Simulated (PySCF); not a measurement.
# Ag (silver, neutral): UHF calculation

Configuration: [Kr] 4d9 5s2, 2D determinant (an excited configuration). All numbers are calculated (PySCF 2.14, the spin-free X2C one-electron Hamiltonian (Gaussian nucleus), in dyall-v2z (21s14p10d2f, 127 functions)).

```
Total energy                                                  : -5312.723085 hartree
One-electron energy                                           : -7322.1919 hartree
Hartree (Coulomb) energy                                      : 2157.4422 hartree
Exchange energy                                               : -147.9734 hartree
⟨S²⟩                                                          : 0.7524
⟨L²⟩                                                          : 6.020
Sum of ⟨r⟩                                                    : 33.53 bohr
Sum of ⟨r²⟩                                                   : 53.85 bohr²
Traceless quadrupole moment −½Σ⟨3z² − r²⟩ along its main axis : -0.459 e·bohr²
Langevin diamagnetic susceptibility                           : -42.6 ×10⁻⁶ cm³/mol
```

| shell | electrons | mean orbital energy (eV) | spread (eV) | rms radius, mean of both spins (bohr) |
| --- | --- | --- | --- | --- |
| 1s β | 1 | -25650.0 | 0 | 0.0357 |
| 1s α | 1 | -25650.0 | 0 | 0.0357 |
| 2s α | 1 | -3867.2 | 0 | 0.146 |
| 2s β | 1 | -3866.8 | 0 | 0.146 |
| 2p α | 3 | -3463.9 | 0.375 | 0.130 |
| 2p β | 3 | -3463.5 | 0.045 | 0.130 |
| 3s α | 1 | -750.17 | 0 | 0.392 |
| 3s β | 1 | -749.99 | 0 | 0.392 |
| 3p α | 3 | -614.04 | 0.735 | 0.394 |
| 3p β | 3 | -613.83 | 0.515 | 0.394 |
| 3d α | 5 | -399.38 | 0.869 | 0.376 |
| 3d β | 5 | -398.88 | 1.350 | 0.376 |
| 4s α | 1 | -122.09 | 0 | 0.974 |
| 4s β | 1 | -120.08 | 0 | 0.974 |
| 4p α | 3 | -80.256 | 1.757 | 1.07 |
| 4p β | 3 | -77.758 | 1.204 | 1.07 |
| 4d α | 5 | -18.708 | 2.050 | 1.46 |
| 4d β | 4 | -17.555 | 1.560 | 1.46 |
| 5s α | 1 | -7.627 | 0 | 3.40 |
| 5s β | 1 | -7.319 | 0 | 3.40 |

Densities and radii are taken from the X2C orbitals without a picture-change correction, which distorts them close to the nucleus.

Spin-orbit constants ζ (cm⁻¹) from the X2C one-electron operator on these orbitals: bare nucleus, nucleus screened by l(l+1)(2l+1)/3 electrons, and screened by the Breit-Pauli mean field of the electrons.

```tsv
shell	bare	screened nucleus	mean field
2p	943700	903600	885700
3p	168600	161400	157700
3d	24900	19600	18770
4p	25990	24880	24250
4d	2396	1887	1758
```

To first order the Landé constant is A = -1758 cm⁻¹, so the lowest level has J = 5/2 and lies 0.218 eV below the centre of the term.
